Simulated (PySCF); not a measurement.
PySCF input for Br2FGeH2N, SMILES [NH2][Ge]([F])([Br])[Br], IEF-PCM-ωB97X/def2-SVP. Coordinates come from a PBE-D3(BJ)/def2-SVP optimisation. One conformer was computed; it need not be the lowest.

```python
import numpy as np
from pyscf import gto, scf, dft
from pyscf.solvent import pcm

mol = gto.M(
    atom='''
    N     2.18100076   -0.37430964    0.54171642
    Ge    0.36976978   -0.19019420    0.44182766
    F    -0.28140497   -0.62585533    2.00212396
    Br   -0.11842816    2.01658192    0.02064731
    Br   -0.73063564   -1.57385243   -1.05590908
    H     2.48850247   -1.35089557    0.45055233
    H     2.66173733    0.19444349   -0.16600554
    ''',
    basis='def2-SVP',
    charge=0,
    spin=0,
    max_memory=1600,
    verbose=3,
)
mf = dft.RKS(mol, xc='wb97x').density_fit(auxbasis='def2-universal-jkfit')
mf.grids.level = 3
mf.conv_tol = 1e-9
mf.max_cycle = 100
mf.kernel()
res = {}
for name, eps in {'water': 78.355, 'acetonitrile': 35.688, '2-propanol': 19.264}.items():
    s = mf.PCM()
    s.with_solvent.method, s.with_solvent.eps, s.with_solvent.lebedev_order = 'IEF-PCM', eps, 17
    s.kernel(mf.make_rdm1())
    res[name] = (s.e_tot, eps, s.dip_moment(), s.mo_energy, s.converged)
    print(f'{name}: electrostatic solvation free energy {(s.e_tot - mf.e_tot) * 627.509474:.3f} kcal/mol')
```

Log of the run:

```
converged SCF energy = -7380.31451484469

WARN: PCM is an experimental feature. It is still in testing.
Features and APIs may be changed in the future.

converged SCF energy = -7380.32473909983
Dipole moment(X, Y, Z, Debye):  2.98409, -0.51508, -2.27843
water: electrostatic solvation free energy -6.416 kcal/mol

WARN: PCM is an experimental feature. It is still in testing.
Features and APIs may be changed in the future.

converged SCF energy = -7380.32447425024
Dipole moment(X, Y, Z, Debye):  2.96685, -0.51109, -2.26557
acetonitrile: electrostatic solvation free energy -6.250 kcal/mol

WARN: PCM is an experimental feature. It is still in testing.
Features and APIs may be changed in the future.

converged SCF energy = -7380.32407118348
Dipole moment(X, Y, Z, Debye):  2.94067, -0.50510, -2.24627
2-propanol: electrostatic solvation free energy -5.997 kcal/mol
```

Self-consistency was reached.
